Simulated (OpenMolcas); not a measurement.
Mn5+.

```json
{"Program": "OpenMolcas", "Method": "RASSCF", "Basis": "ANO-RCC-VTZP [6s5p3d2f1g]", "Scalar Hamiltonian": "DKH2, point nucleus", "Active space": "8 electrons in 8 orbitals (RAS1 3p, at most 2 holes; RAS2 3d)", "State averaging": "2S+1 = 3 even, 10 roots; 2S+1 = 1 even, 15 roots", "Spin-orbit coupling": "RASSI with atomic mean-field integrals over the reference wave functions, term energies averaged over their components"}
```

Levels without dynamic correlation, in cm⁻¹ above 3d² ³F₂:

```json
{"Level": "3d² ¹G₄", "E": "29505"}
{"Level": "3d² ¹D₂", "E": "17209"}
{"Level": "3d² ³P₀", "E": "20662"}
{"Level": "3d² ¹S₀", "E": "61673"}
```

On this reference, SS-RASPT2, IPEA 0.25 Eh, imaginary shift 0.1 Eh (closed shells correlated: 3s) puts 3d² ¹G₄ at 26140 cm⁻¹.

Estimate the other levels at that method by one scale factor, and say how well it serves.

The factor is 26140 / 29505 = 0.886. Scaled values beside those that SS-RASPT2 gives and measured ones (Corliss and Sugar, J. Phys. Chem. Ref. Data 6, 1253 (1977)):
```json
{"Level": "3d² ¹D₂", "Scaled": "15247", "SS-RASPT2": "15780", "Miss (%)": "-3.4", "Measured": "15336"}
{"Level": "3d² ³P₀", "Scaled": "18307", "SS-RASPT2": "18710", "Miss (%)": "-2.2", "Measured": "17782"}
{"Level": "3d² ¹S₀", "Scaled": "54642", "SS-RASPT2": "60230", "Miss (%)": "-9.3", "Measured": ""}
```
For these levels the scaled values miss SS-RASPT2 by up to 9.3 %, as correlation changes each term by its own factor, spin-orbit parts do not scale and CASPT2 has its own spread within terms. This holds within one configuration; levels of others move differently, and the target method has errors of its own against measurement.

CASPT2 does not keep the components of a term degenerate, so their means are used; among the terms shown or strongly mixed into the levels shown the widest spread is 280 cm-1 (3d² ³F, SS-RASPT2). Active for correlation alone: 3p; no level in the range computed is led by a configuration that opens it, so any true level of that kind is missing. Without dynamic correlation excited terms often stand tens of per cent too high (terms of higher spin than the ground term too low), and those without a measured partner can miss by more than the paired ones (holds for RASSCF). Measured partners are found by configuration, term and J. A level has none where our copy of the source lacks it or the pairing is in doubt (some pairs that miss far off the trend of their configuration count as doubtful), and it then counts in no deviation. Levels of configurations outside the active space are missing.
